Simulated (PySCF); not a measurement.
Yb(NH2)3: from a saddle point downhill

PySCF 2.14.0, RKS PBE, Yb lcecp-1-SVP with ECP59, N def2-SVP, H def2-SVP; non-relativistic Hamiltonian with scalar-relativistic core potentials where named; density fitting; no spin-orbit coupling. Relaxed within the symmetry of its start, the geometry (D3h) is

```xyz
10

Yb    0.0000    0.0000    0.0000
N     2.1633    0.0000    0.0000
H     2.7981    0.0000    0.8104
H     2.7981    0.0000   -0.8104
N    -1.0817    1.8735    0.0000
H    -1.3991    2.4232    0.8104
H    -1.3991    2.4232   -0.8104
N    -1.0816   -1.8735    0.0000
H    -1.3990   -2.4233    0.8104
H    -1.3990   -2.4233   -0.8104
```

and its lowest harmonic modes are -466, -466, -447, -73, 125, 125 cm⁻¹ (negative: unstable). It was moved along the lowest mode and relaxed again.

Where does it end, and how much lower?

In D3h, 0.910 eV lower, after 45 steps:
```xyz
10

Yb    0.0037    0.0027    0.0012
N     2.1303    0.0038    0.2303
H     2.7459   -0.8155    0.3286
H     2.7623    0.8165    0.2527
N    -1.0572    1.8470   -0.2159
H    -0.6713    2.8011   -0.2257
H    -2.0728    1.9680   -0.3323
N    -1.0689   -1.8475   -0.0149
H    -0.6875   -2.7973    0.0950
H    -2.0845   -1.9789   -0.1190
```

How do the contacts change?


| contact | saddle (Å) | end (Å) |
| --- | --- | --- |
| Yb1–N2 (NH2) | 2.163 | 2.139 |
| Yb1–N5 (NH2) | 2.163 | 2.139 |
| Yb1–N8 (NH2) | 2.163 | 2.139 |


Is the end a minimum?

Yes, as far as the noise of the softest modes lets one tell (those above −25 cm⁻¹ count as noise); lowest modes 24, 102, 107, 248, 256, 259 cm⁻¹.

An lcecp potential fixes the number of 4f electrons, so in runs with it no electron can move into or out of that shell.

State: singlet in the valence, with the 4f electrons in the core potential.
